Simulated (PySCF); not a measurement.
Isomers of C6H13PS, mass 148.048 u with the commonest isotopes. Method used: PBE0/pcSseg-1 in PySCF (dipole) on a GFN2-xTB geometry, gas phase. One conformer each, none proved a minimum here; rigid rotors.

Question: Order these by radius of gyration √(Σ m r²/M), smallest first.
A. `[CH2:1]=[C:2]([CH3:3])[P:4]([CH3:5])[CH2:6][S:7][CH3:8]` with C1–C2–P4–C5 132°, C2–P4–C6–S7 164°, P4–C6–S7–C8 168°
B. `[CH3:1][C@@H:2]1[CH2:3][CH2:4][CH2:5][P@H:6](=[S:7])[CH2:8]1` with C1–C2–C3–C4 172°, C2–C3–C4–C5 67°, C3–C4–C5–P6 -58°, C4–C5–P6–S7 176°
C. `[CH3:1][CH2:2][P@@:3]1(=[S:4])[C@H:5]([CH3:6])[C@@H:7]1[CH3:8]` with C1–C2–P3–S4 58°

Answer: C (2.076 Å), B (2.212 Å), A (2.383 Å).

Question: Order these by rotational constant C, smallest first.
A. `[CH2:1]=[C:2]([CH3:3])[P:4]([CH3:5])[CH2:6][S:7][CH3:8]` with C1–C2–P4–C5 132°, C2–P4–C6–S7 164°, P4–C6–S7–C8 168°
B. `[CH3:1][CH2:2][P@@:3]1(=[S:4])[C@H:5]([CH3:6])[C@@H:7]1[CH3:8]` with C1–C2–P3–S4 58°
C. `[CH3:1][C@@H:2]1[CH2:3][CH2:4][CH2:5][P@H:6](=[S:7])[CH2:8]1` with C1–C2–C3–C4 172°, C2–C3–C4–C5 67°, C3–C4–C5–P6 -58°, C4–C5–P6–S7 176°

Answer: A (622.3 MHz), C (720.0 MHz), B (945.1 MHz).

Question: Order these by dipole moment, smallest first.
A. `[CH2:1]=[C:2]([CH3:3])[P:4]([CH3:5])[CH2:6][S:7][CH3:8]` with C1–C2–P4–C5 132°, C2–P4–C6–S7 164°, P4–C6–S7–C8 168°
B. `[CH3:1][C@@H:2]1[CH2:3][CH2:4][CH2:5][P@H:6](=[S:7])[CH2:8]1` with C1–C2–C3–C4 172°, C2–C3–C4–C5 67°, C3–C4–C5–P6 -58°, C4–C5–P6–S7 176°
C. `[CH3:1][CH2:2][P@@:3]1(=[S:4])[C@H:5]([CH3:6])[C@@H:7]1[CH3:8]` with C1–C2–P3–S4 58°

Answer: A (2.04 D), C (4.37 D), B (5.32 D).

```
                      SMILES  point group  Ia (u·Å²)  Ib (u·Å²)  Ic (u·Å²)      κ  μa (D)  μb (D)  μc (D)
      C[C@@H]1CCC[P@H](=S)C1           C1     200.20     546.84     701.91  -0.77    5.10    1.37    0.65
               C=C(C)P(C)CSC           C1     173.23     695.64     812.12  -0.91    0.28    1.32    1.53
CC[P@@]1(=S)[C@H](C)[C@@H]1C           C1     282.29     459.40     534.71  -0.63    0.35    4.30    0.68
```
